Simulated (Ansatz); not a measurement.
System: HgCl₂ (charge 0, triplet). The spin state was set by rule; other spins were not relaxed. 
Coordinates optimised at B3LYP-D3(BJ)/def2-TZVP (Ansatz, a quantum-chemistry and plane-wave program):
```
Hg
Cl 1 2.6610
Cl 1 2.6610 2 62.45
```
Charge 0, spin multiplicity 3.

Basis-set convergence of Hartree-Fock and MP2 correlation energies (hartree) with Ansatz. Valence correlation only, unless marked. UHF or UKS for open shells. Spin-orbit coupling is left out. Frozen are the shells of the preceding noble gas and the d and f shells that filled before the atom's block. Past Kr the def2 sets carry scalar-relativistic core potentials. The program attaches cautions to a run behind MP2/def2-SVP: other roots.

| basis | functions | E(HF) | E(corr, MP2) |
|---|---|---|---|
| def2-SVP | 68 | -1071.19634 | -0.53466 |
| def2-TZVPP | 143 | ? | ? |

Complete the blanks.


- def2-TZVPP, E(HF): -1071.51728
- def2-TZVPP, E(corr, MP2): -0.78418
